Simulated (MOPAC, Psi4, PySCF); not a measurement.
Torsional profile of SMILES c1ccc(/C=[CH]\[GeH3])s1 (C₆H₈GeS). Scanned: dihedral C2–C3–C4–S8; all other coordinates were relaxed at GFN2-xTB. Points at φ and −φ are mirror images. Heavy atoms are numbered in the order of the SMILES [GeH3]/[CH]=C\c1cccs1, hydrogens after them in the order of the atoms that carry them; the mirror image has the same energies with the sign of each dihedral reversed.

Levels: PM6, restricted, heats of formation // GFN2-xTB (MOPAC); RHF/3-21G = restricted Hartree-Fock/3-21G, density fitting // GFN2-xTB (PySCF 2.14.0); RKS-LDA (SVWN5)/6-31G* = restricted LDA (SVWN5)/6-31G*, spherical d, density fitting // GFN2-xTB (PySCF); PBE-D3(BJ)/def2-SVP // GFN2-xTB (Psi4).

Energies relative to the lowest point of each profile, in mEh; the last columns give the difference from PBE-D3(BJ):

```json
[
 {"φ / °": "-150", "PM6": "2.7", "RHF/3-21G": "0.0", "RKS-LDA (SVWN5)/6-31G*": "2.4", "PBE-D3(BJ)/def2-SVP": "1.2", "PM6 − PBE-D3(BJ)/def2-SVP": "1.5", "RHF/3-21G − PBE-D3(BJ)/def2-SVP": "-1.2", "RKS-LDA (SVWN5)/6-31G* − PBE-D3(BJ)/def2-SVP": "1.2"},
 {"φ / °": "-120", "PM6": "1.2", "RHF/3-21G": "0.6", "RKS-LDA (SVWN5)/6-31G*": "6.4", "PBE-D3(BJ)/def2-SVP": "4.8", "PM6 − PBE-D3(BJ)/def2-SVP": "-3.6", "RHF/3-21G − PBE-D3(BJ)/def2-SVP": "-4.2", "RKS-LDA (SVWN5)/6-31G* − PBE-D3(BJ)/def2-SVP": "1.6"},
 {"φ / °": "-90", "PM6": "0.0", "RHF/3-21G": "2.1", "RKS-LDA (SVWN5)/6-31G*": "10.8", "PBE-D3(BJ)/def2-SVP": "8.5", "PM6 − PBE-D3(BJ)/def2-SVP": "-8.5", "RHF/3-21G − PBE-D3(BJ)/def2-SVP": "-6.3", "RKS-LDA (SVWN5)/6-31G* − PBE-D3(BJ)/def2-SVP": "2.3"},
 {"φ / °": "-60", "PM6": "0.6", "RHF/3-21G": "3.0", "RKS-LDA (SVWN5)/6-31G*": "7.5", "PBE-D3(BJ)/def2-SVP": "5.9", "PM6 − PBE-D3(BJ)/def2-SVP": "-5.3", "RHF/3-21G − PBE-D3(BJ)/def2-SVP": "-2.9", "RKS-LDA (SVWN5)/6-31G* − PBE-D3(BJ)/def2-SVP": "1.6"},
 {"φ / °": "-30", "PM6": "1.3", "RHF/3-21G": "2.9", "RKS-LDA (SVWN5)/6-31G*": "2.3", "PBE-D3(BJ)/def2-SVP": "1.9", "PM6 − PBE-D3(BJ)/def2-SVP": "-0.6", "RHF/3-21G − PBE-D3(BJ)/def2-SVP": "1.0", "RKS-LDA (SVWN5)/6-31G* − PBE-D3(BJ)/def2-SVP": "0.4"},
 {"φ / °": "0", "PM6": "1.4", "RHF/3-21G": "2.3", "RKS-LDA (SVWN5)/6-31G*": "0.0", "PBE-D3(BJ)/def2-SVP": "0.0", "PM6 − PBE-D3(BJ)/def2-SVP": "1.4", "RHF/3-21G − PBE-D3(BJ)/def2-SVP": "2.3", "RKS-LDA (SVWN5)/6-31G* − PBE-D3(BJ)/def2-SVP": "0.0"},
 {"φ / °": "30", "PM6": "1.3", "RHF/3-21G": "2.9", "RKS-LDA (SVWN5)/6-31G*": "2.3", "PBE-D3(BJ)/def2-SVP": "1.9", "PM6 − PBE-D3(BJ)/def2-SVP": "-0.6", "RHF/3-21G − PBE-D3(BJ)/def2-SVP": "1.0", "RKS-LDA (SVWN5)/6-31G* − PBE-D3(BJ)/def2-SVP": "0.4"},
 {"φ / °": "60", "PM6": "0.6", "RHF/3-21G": "3.0", "RKS-LDA (SVWN5)/6-31G*": "7.5", "PBE-D3(BJ)/def2-SVP": "5.9", "PM6 − PBE-D3(BJ)/def2-SVP": "-5.3", "RHF/3-21G − PBE-D3(BJ)/def2-SVP": "-2.9", "RKS-LDA (SVWN5)/6-31G* − PBE-D3(BJ)/def2-SVP": "1.6"},
 {"φ / °": "90", "PM6": "0.0", "RHF/3-21G": "2.1", "RKS-LDA (SVWN5)/6-31G*": "10.8", "PBE-D3(BJ)/def2-SVP": "8.5", "PM6 − PBE-D3(BJ)/def2-SVP": "-8.5", "RHF/3-21G − PBE-D3(BJ)/def2-SVP": "-6.3", "RKS-LDA (SVWN5)/6-31G* − PBE-D3(BJ)/def2-SVP": "2.3"},
 {"φ / °": "120", "PM6": "1.2", "RHF/3-21G": "0.6", "RKS-LDA (SVWN5)/6-31G*": "6.4", "PBE-D3(BJ)/def2-SVP": "4.8", "PM6 − PBE-D3(BJ)/def2-SVP": "-3.6", "RHF/3-21G − PBE-D3(BJ)/def2-SVP": "-4.2", "RKS-LDA (SVWN5)/6-31G* − PBE-D3(BJ)/def2-SVP": "1.6"},
 {"φ / °": "150", "PM6": "2.7", "RHF/3-21G": "0.0", "RKS-LDA (SVWN5)/6-31G*": "2.4", "PBE-D3(BJ)/def2-SVP": "1.2", "PM6 − PBE-D3(BJ)/def2-SVP": "1.5", "RHF/3-21G − PBE-D3(BJ)/def2-SVP": "-1.2", "RKS-LDA (SVWN5)/6-31G* − PBE-D3(BJ)/def2-SVP": "1.2"},
 {"φ / °": "180", "PM6": "4.7", "RHF/3-21G": "1.2", "RKS-LDA (SVWN5)/6-31G*": "1.8", "PBE-D3(BJ)/def2-SVP": "0.3", "PM6 − PBE-D3(BJ)/def2-SVP": "4.4", "RHF/3-21G − PBE-D3(BJ)/def2-SVP": "0.9", "RKS-LDA (SVWN5)/6-31G* − PBE-D3(BJ)/def2-SVP": "1.4"}
]
```

PM6 is furthest from PBE-D3(BJ)/def2-SVP at -90 (-8.5 mEh, below); its mean absolute difference over the points is 3.7 mEh.

RHF/3-21G is furthest from PBE-D3(BJ)/def2-SVP at -90 (-6.3 mEh, below); its mean absolute difference over the points is 2.9 mEh.

RKS-LDA (SVWN5)/6-31G* is furthest from PBE-D3(BJ)/def2-SVP at -90 (2.3 mEh, above); its mean absolute difference over the points is 1.3 mEh.
